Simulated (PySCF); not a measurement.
# Correlation energy of Pb²⁺ (lead, charge +2)

[Xe] 4f14 5d10 6s1 6p1, high-spin 3P determinant (an excited configuration). Calculation: PySCF 2.14, in aug-cc-pVTZ-PP with one added diffuse shell each of d, f type with ECP60MDF (6s5p5d3f, 67 functions); a scalar-relativistic core potential. Frozen: 5s2 5p6 5d10; 2 electrons correlated.

With two correlated electrons CCSD is exact within the correlated space (frozen core and kept virtual orbitals).

| level | correlation energy (mhartree) |
| --- | --- |
| CCSD | -2.99 |

Diagnostics: T1 = 0.0020, D1 = 0.0029, largest double amplitude 0.023.

Problem. Is a single reference adequate?

Solution. Yes, within this model without spin-orbit coupling: T1 lies below 0.03 and no double amplitude reaches 0.07.
